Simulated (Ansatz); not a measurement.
C$_{2}$H$_{3}$Cl$_{2}$F$_{3}$OSn, SMILES `[CH3][Sn]([Cl])([Cl])[O]C(F)(F)F` at its PBE0-D4/def2-TZVP geometry, where that method's forces vanish. The species carries charge 0 and has multiplicity 1. Sn takes the def2 core potential.

```xyz
12

C     1.2304   -0.5992    1.2262
Sn    0.9826    0.4383   -0.5930
Cl    1.3435    2.7044   -0.4775
Cl    2.2111   -0.3704   -2.3552
O    -0.8726    0.2635   -1.3067
C    -1.8876    0.0334   -0.5037
F    -1.9255   -1.2444   -0.0679
F    -1.8408    0.7966    0.6196
F    -3.0434    0.2816   -1.1048
H     0.9071   -1.6280    1.0764
H     2.2815   -0.5641    1.5072
H     0.6137   -0.1117    1.9793
```

Question: What forces (eV/Å) does r2SCAN-D4/def2-TZVPP give on these atoms in Ansatz? (An estimate is asked.)

Answer: The calculation gave: 
```
C1   0.011 -0.069  0.121
Sn2 -0.020 -0.027  0.066
Cl3  0.016  0.122  0.009
Cl4  0.058 -0.043 -0.090
O5   0.107  0.047 -0.286
C6   0.147  0.032 -0.115
F7  -0.012 -0.401  0.140
F8   0.024  0.249  0.367
F9  -0.326  0.069 -0.175
H10  0.008  0.029 -0.002
H11 -0.028  0.001 -0.011
H12  0.014 -0.010 -0.025
```
